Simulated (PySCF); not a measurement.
# Computed structure and properties of [Ce(SH)2]+

System: [Ce(SH)2]+ (singlet in the valence; each metal's 4f electrons, 1 of them, lie in its core potential, out of spins and levels); start: template (C2). Method: PySCF 2.14.0, RKS PBE0, Ce lcecp-1-SVP with ECP47, S def2-SVP, H def2-SVP; non-relativistic Hamiltonian with scalar-relativistic core potentials where named; density fitting; no spin-orbit coupling.

Input of the relaxation:

```python
mol = gto.M(atom='''
Ce     0.00000     0.00000    -0.35657
S      2.55590    -0.00000     0.78723
H      3.37000    -0.33650    -0.22407
S     -2.55590     0.00000     0.78723
H     -3.37000     0.33650    -0.22407''',
    basis={'Ce': 'lcecp-1-SVP', 'S': 'def2-SVP', 'H': 'def2-SVP'},
    ecp={'Ce': 'lcecp-1-SVP'},
    charge=1, spin=0)
mf = dft.RKS(mol, xc='PBE0')
mf.grids.atom_grid = (50, 194)  # f atoms: unpruned, at least (60, 302)
mf = mf.density_fit()  # fitting sets: Ce AutoAux, S def2-universal-JKFIT, H def2-universal-JKFIT
mf.conv_tol = 1e-08; mf.max_cycle = 55
mf.kernel(dm0)  # dm0: converged density of the start geometry
# quasi-Newton relaxation in Cartesian coordinates to a largest gradient under 0.00045 Eh/bohr, steps kept in the point group
```

Run from Python with OMP_NUM_THREADS=2; the lines above give its settings. Where DIIS fails, smearing, a level shift and second-order steps follow.
It took 32 s on 2 threads of Arm Neoverse V1, with other jobs on the host, from the converged density of the start.

Course of the relaxation:

| step | energy above end (eV) | largest force component within the symmetry (eV/Å) |
| --- | --- | --- |
| 0 | 0.6241 | 1.700 |
| 1 | 0.3605 | 0.906 |
| 2 | 0.1408 | 0.538 |
| 3 | 0.0633 | 0.423 |
| 4 | 0.0120 | 0.194 |
| 5 | 0.0052 | 0.245 |
| 6 | 0.0008 | 0.028 |
| 7 | 0.0004 | 0.013 |
| 8 | 0.0003 | 0.026 |
| 9 | 0.0003 | 0.025 |
| 10 | 0.0001 | 0.018 |
| 11 | 0.0000 | 0.007 |
| 12 | 0.0000 | 0.005 |

Relaxed geometry (C2v):

```xyz
5

Ce    0.0000    0.0000   -0.8021
S     1.9840   -0.1304    0.8565
H     2.9732   -0.2012   -0.0706
S    -1.9840    0.1304    0.8565
H    -2.9732    0.2012   -0.0706
```

```csv
contact,Å
Ce1–S2 (SH),2.589
Ce1–S4 (SH),2.589
```

On the finer grid (75, 302):

The HOMO is -11.91 eV and the LUMO is -7.10 eV. The dipole about the centre of mass is 8.00 D. The set of Mulliken populations of Ce1 outside the core potential is s 2.20, p 6.14, d 1.45, f 0.03. The D3(BJ) dispersion energy (not in the energies) is -0.120 eV.

| atom | Mulliken (e) | Löwdin (e) | spin (e) |
| --- | --- | --- | --- |
| Ce1 | 1.17 | 0.65 | 0.00 |
| S2 | -0.23 | 0.13 | 0.00 |
| H3 | 0.14 | 0.05 | 0.00 |
| S4 | -0.23 | 0.13 | 0.00 |
| H5 | 0.14 | 0.05 | 0.00 |

The 4f levels lie in the core potential and are missing. Their spin isn't counted.

On the grid (50, 194), as all that follows. Harmonic modes: a minimum within the noise of the softest modes; lowest 56 cm⁻¹ (negative: unstable), highest 2672 cm⁻¹, zero-point energy 0.438 eV.

Taking off one SH (charge -1, singlet; the rest: singlet) in vacuum, both parts rigid, costs 13.86 eV; the small basis without counterpoise inflates it. Most of it is the attraction of opposite charges; other ways to part are cheaper, and one spin state was tried for the rest.

Rigid scan of SH along the line from its metal:

| distance to S2 (Å) | energy (eV) |
| --- | --- |
| 2.29 | 0.762 |
| 2.39 | 0.299 |
| 2.49 | 0.066 |
| 2.59 | 0.000 |
| 2.69 | 0.053 |
| 2.79 | 0.189 |
| 2.99 | 0.613 |
| 3.29 | 1.402 |
| 3.69 | 2.432 |
| 4.19 | 3.469 |

One start shape was tried, so this needn't be the lowest isomer.

An lcecp potential fixes the number of 4f electrons, so in runs with it no electron can move into or out of that shell.
